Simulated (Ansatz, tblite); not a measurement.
Cost and result up the ladder for cyclo-(H2SiS)2 (Si₂H₄S₂) (8 atoms). Total charge 0; singlet. Geometry: PBE0-D4/def2-SVP.

```xyz
8

Si    0.9555    0.0827    1.0231
H     2.2488   -0.6564    1.0609
H     0.8389    0.9255    2.2463
S    -0.7303   -1.2392    0.7825
Si   -0.9555   -0.0831   -1.0231
H    -0.8412   -0.9245   -2.2475
H    -2.2478    0.6578   -1.0586
S     0.7317    1.2373   -0.7836
```

Ansatz on 4 threads of Arm Neoverse V1 on a shared host; xTB runs through tblite on one thread. Times are rough, summed over both states, and most runs start from the orbitals of an earlier one. PBE0-D4/def2-TZVP serves as the yardstick here, not as an exact answer. The other state is a doublet.

The xTB rows come from tblite.

Raw xTB energies of ions are shifted by several eV.

```json
{"level": "GFN2-xTB", "functions": "40", "wall time": "0.011 s", "vertical IE (eV)": "13.47", "difference from PBE0-D4/def2-TZVP (eV)": "3.93"}
{"level": "GFN1-xTB", "functions": "44", "wall time": "0.015 s", "vertical IE (eV)": "14.09", "difference from PBE0-D4/def2-TZVP (eV)": "4.55"}
{"level": "PBE-D4/def2-TZVP", "functions": "172", "wall time": "4.4 s", "vertical IE (eV)": "9.13", "difference from PBE0-D4/def2-TZVP (eV)": "-0.41"}
{"level": "PBE0-D4/def2-TZVP", "functions": "172", "wall time": "6.9 s", "vertical IE (eV)": "9.54", "difference from PBE0-D4/def2-TZVP (eV)": "0.00"}
{"level": "r2SCAN-D4/def2-TZVP", "functions": "172", "wall time": "10 s", "vertical IE (eV)": "9.32", "difference from PBE0-D4/def2-TZVP (eV)": "-0.22"}
```
